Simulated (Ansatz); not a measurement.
```yaml
crystal:
  periodic: [false, false, false]
  atoms:
    - {symbol: C, position_ang: [-0.993735, -1.535918, 2.227487]}
    - {symbol: O, position_ang: [-0.806156, -0.630809, 1.182708]}
    - {symbol: W, position_ang: [0.446190, 0.062214, 0.032160]}
    - {symbol: O, position_ang: [0.709117, -1.740440, -0.509573]}
    - {symbol: O, position_ang: [2.017143, 0.522959, -0.926931]}
    - {symbol: F, position_ang: [0.143133, 1.851973, 0.580967]}
    - {symbol: Cl, position_ang: [1.944699, -0.050241, 1.885528]}
    - {symbol: O, position_ang: [-0.612149, 0.519840, -1.412579]}
    - {symbol: C, position_ang: [-0.939624, 1.697973, -2.097784]}
    - {symbol: H, position_ang: [-0.818819, -2.550257, 1.857881]}
    - {symbol: H, position_ang: [-0.283434, -1.313624, 3.028867]}
    - {symbol: H, position_ang: [-2.016842, -1.443748, 2.596177]}
    - {symbol: H, position_ang: [1.409671, -1.941848, -1.134950]}
    - {symbol: H, position_ang: [2.866544, 0.555313, -0.479789]}
    - {symbol: H, position_ang: [-1.893441, 1.553148, -2.608097]}
    - {symbol: H, position_ang: [-1.012459, 2.527505, -1.389291]}
    - {symbol: H, position_ang: [-0.159850, 1.915961, -2.832779]}
basis:
  gaussian: {orbitals: def2-mTZVP}
magnetization: {spin_polarized: true, initial_magnetization: 1}
hamiltonian: {xc: {name: BHLYP}}
accuracy: high
```

```sh
$ ansatz run in.yaml --threads 4 --pin off --events-out ev --progress --plain --max-ram 46080MiB --backend cpu
```

Shortened log:

```
Error: a molecule whose nuclei and cores have a total charge of 92 cannot have a net charge of 0 together with 1 unpaired electrons
```

Something in this input is off. What?

The number of unpaired electrons doesn't fit the electron count. The input was rejected before any iteration.
